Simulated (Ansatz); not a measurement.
Compare A (`C[SiH](F)CN`) with its isomer B (`CN([SiH3])CF`).

Calculated with Ansatz (gas phase, PBE0-D4/def2-TZVP geometries, no zero-point term in ΔE). CCSD(T)/CBS is the MP2 limit (def2-TZVPP, def2-QZVPP) plus CCSD(T) − MP2 in def2-TZVPP, frozen cores. DFT in def2-TZVPP. B3LYP here is the variant with VWN-RPA as its local correlation; programs differ in this. One conformer a species, not always the lowest.

Task: Which is lower in electronic energy at CCSD(T)/CBS, and by how much? (Estimate.)

Result: The calculation gave: A, by 49.5 kcal/mol.

Task: Give E(B) − E(A) in kcal/mol with HF/def2-TZVPP, B3LYP-D4, B3LYP, PBE0-D4, CCSD/def2-TZVPP, MP2/def2-TZVPP, B2PLYP. (An estimate is asked.)

Result: The calculation gave: HF/def2-TZVPP 46.2, B3LYP-D4 46.3, B3LYP 46.8, PBE0-D4 47.4, CCSD/def2-TZVPP 48.0, MP2/def2-TZVPP 49.6, B2PLYP 47.7. None reverses the order clearly.

Largest T1 diagnostic: 0.011.

From PBE to PBE0 (25 % exact exchange), in def2-TZVPP and without D4, E(B) − E(A) moves by +1.3 kcal/mol. In def2-TZVPP, CCSD(T) changes the Hartree–Fock value by +1.3 kcal/mol (the triples alone add −0.4 kcal/mol) and MP2 by +3.3 kcal/mol.
